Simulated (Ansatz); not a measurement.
Computed with Ansatz on PBE0-D4/def2-TZVP structures; ΔE is electronic, products minus reactants. CCSD(T)/CBS is the MP2 limit (def2-TZVPP, def2-QZVPP) plus CCSD(T) − MP2 in def2-TZVPP, frozen cores. DFT in def2-TZVPP. B3LYP here is the variant with VWN-RPA as its local correlation; programs differ in this. Each species was taken in one conformer, which may not be the lowest.

Reaction (formal exchange of groups at a B–Cl bond): `CC1=CC(C)=[O+][B-](O)(Cl)O1` + `CC1=C(F)C1` → `CC1=CC(C)=[O+][B-](O)(F)O1` + `CC1=C(Cl)C1`

`CC1=CC(C)=[O+][B-](O)(Cl)O1`:

```xyz
18

C    -1.983   -1.707    0.590
C    -0.820   -0.803    0.415
C    -0.446   -0.292   -0.820
C     0.521    0.704   -0.851
C     0.844    1.471   -2.079
O     1.174    1.041    0.198
B     1.175    0.163    1.438
O     1.442    0.890    2.587
Cl    2.418   -1.174    1.163
O    -0.193   -0.496    1.489
H    -2.554   -1.824   -0.328
H    -2.627   -1.326    1.386
H    -1.615   -2.684    0.917
H    -0.988   -0.560   -1.713
H     1.871    1.235   -2.373
H     0.169    1.235   -2.899
H     0.811    2.540   -1.862
H     0.802    1.588    2.741
```

`CC1=C(F)C1`:

Z-matrix (Å, degrees):
```
C
C 1 1.466
H 1 1.091 2 111.2
H 1 1.094 2 110.7 3 -120.7
H 1 1.094 2 110.6 3 120.7
C 2 1.280 1 156.5 3 -0.1
C 2 1.550 1 142.3 3 179.9
F 6 1.313 2 148.6 1 -0.0
H 7 1.093 2 119.0 1 73.0
H 7 1.093 2 119.0 1 -73.1
```

`CC1=CC(C)=[O+][B-](O)(F)O1`:

```xyz
18

C     0.231    0.713   -2.576
C     0.091    0.146   -1.210
C     0.501    0.832   -0.074
C     0.162    0.314    1.170
C     0.382    1.066    2.432
O    -0.394   -0.829    1.298
B    -0.426   -1.841    0.143
O    -1.528   -2.684    0.235
F     0.771   -2.500    0.154
O    -0.467   -1.002   -1.142
H    -0.742    0.709   -3.072
H     0.889    0.065   -3.160
H     0.635    1.723   -2.561
H     0.964    1.803   -0.156
H     0.775    2.064    2.252
H    -0.559    1.132    2.983
H     1.080    0.505    3.059
H    -2.364   -2.219    0.225
```

`CC1=C(Cl)C1`:

Z-matrix (Å, degrees):
```
C
C 1 1.465
H 1 1.091 2 111.2
H 1 1.094 2 110.6 3 -120.8
H 1 1.094 2 110.5 3 120.8
C 2 1.286 1 153.7 3 0.1
C 2 1.522 1 143.4 3 -179.8
Cl 6 1.683 2 149.1 1 0.0
H 7 1.092 2 119.4 1 -73.9
H 7 1.092 2 119.3 1 73.9
```

(1) Is it downhill or uphill in electronic energy at CCSD(T)/CBS, and by how much? (Best estimate.)

(2) What do these levels give: PBE-D4, B3LYP-D4, ωB97X-V, MP2/def2-TZVPP, MP2/CBS(def2), CCSD/CBS(def2)? (An estimate is asked.)

Largest T1 diagnostic among the species: 0.016.

## Answers

(1) Computed: Downhill: ΔE = -22.3 kcal/mol.

(2) Ansatz gave: PBE-D4 -20.2, B3LYP-D4 -21.6, ωB97X-V -20.6, MP2/def2-TZVPP -23.0, MP2/CBS(def2) -22.9, CCSD/CBS(def2) -22.6 kcal/mol.

The D4 term adds +1.1 kcal/mol with B3LYP and +0.6 kcal/mol with PBE0; it sums over pairs of atoms, weighted by their polarisabilities, and B3LYP, whose exchange is more repulsive, gets the larger term.
